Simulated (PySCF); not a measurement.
Gas-phase reaction: SiBr2 + 2 H → SiH2Br2

Energies from PySCF (xtb for GFN2), thermal terms from the rigid-rotor harmonic-oscillator model, ideal gas at 1 bar. The comparison is the NASA 1993 polynomial table, which mixes measured and estimated data. † marks an energy on the PBE0/def2-TZVP geometry and frequencies; other levels use their own. CCSD(T) freezes the core. Open shells (unrestricted): H (multiplicity 2); the rest are closed-shell singlets. GFN2 has no spin-polarisation term. B3LYP is the form with VWN-RPA correlation. Br: all electrons, no relativistic terms. CCSD(T) isn't extrapolated to the basis-set limit; its ΔH°(298 K) is -551.4 kJ in def2-SVP and -576.9 kJ in def2-TZVPP. The harmonic model lacks anharmonicity and excited electronic states, which grow with temperature; levels with a mode under 35 cm⁻¹ are left out. Soft modes under 120 cm⁻¹ make the harmonic entropy rough for SiH2Br2. The table's entry may be an old estimate for SiBr2, SiH2Br2 (not checked at source).

```tsv
level	ΔH°(298 K), kJ	minus table	ΔG°(1200 K), kJ
table	-574.1	-	-290.4
B3LYP/def2-TZVP†	-565.5	8.6	-282.4
BLYP/def2-TZVP†	-539.0	35.1	-255.9
CCSD(T)/def2-SVP†	-551.4	22.7	-268.3
CCSD(T)/def2-TZVPP†	-576.9	-2.8	-293.8
GFN2-xTB	-703.4	-129.3	-423.9
PBE/def2-TZVP†	-540.0	34.1	-256.9
PBE0/def2-TZVP	-561.7	12.4	-278.6
```
